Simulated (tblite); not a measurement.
Isomers of C5H11F2NSi. Computed with GFN2-xTB (tblite): harmonic, unscaled wavenumbers at the GFN2-xTB geometry, gas phase. The method is semi-empirical: single wavenumbers can be off by several per cent or more. Modes of hydrogen on silicon can be 10 to 20 % off. One conformer each.

Electronic energies: GFN2-xTB at the same geometries; isomer energies are rough at this level and their order can be wrong.

| SMILES | electronic energy, lowest = 0 (kcal/mol) |
| --- | --- |
| FC(F)[SiH2]N1CCCC1 | 0.0 |
| C=CN([SiH3])[C@@H](C)C(F)F | 12.9 |
| C=N[SiH2][C@H](C)CC(F)F | 28.0 |

How do GFN2-xTB zero-point energies change the relative energies?

```json
{"SMILES": "FC(F)[SiH2]N1CCCC1", "ZPE (kcal/mol)": "97.1", "of it from modes above 1550 cm⁻¹": "44.5", "electronic (kcal/mol)": "0.0", "with ZPE, lowest = 0 (kcal/mol)": "0.0", "lowest mode (cm⁻¹)": "28", "rings": "1"}
{"SMILES": "C=CN([SiH3])[C@@H](C)C(F)F", "ZPE (kcal/mol)": "93.6", "of it from modes above 1550 cm⁻¹": "46.9", "electronic (kcal/mol)": "12.9", "with ZPE, lowest = 0 (kcal/mol)": "9.3", "lowest mode (cm⁻¹)": "39", "rings": "0"}
{"SMILES": "C=N[SiH2][C@H](C)CC(F)F", "ZPE (kcal/mol)": "94.8", "of it from modes above 1550 cm⁻¹": "47.2", "electronic (kcal/mol)": "28.0", "with ZPE, lowest = 0 (kcal/mol)": "25.6", "lowest mode (cm⁻¹)": "35", "rings": "0"}
```

The zero-point energies span 3.5 kcal/mol, from `C=CN([SiH3])[C@@H](C)C(F)F` to `FC(F)[SiH2]N1CCCC1`. The order is unchanged.

What do entropy and thermal enthalpy add at 298.15 K and 1 bar (rigid rotor, harmonic oscillator, one conformer each)?

```
                    SMILES  point group  symmetry number  S (cal/(mol K))  H − H(0) (kcal/mol)  ZPE + H − H(0) − TS (kcal/mol)
        FC(F)[SiH2]N1CCCC1           C1                1            105.4                 7.31                            73.0
C=CN([SiH3])[C@@H](C)C(F)F           C1                1            107.3                 7.94                            69.5
   C=N[SiH2][C@H](C)CC(F)F           C1                1            108.4                 7.98                            70.4
```
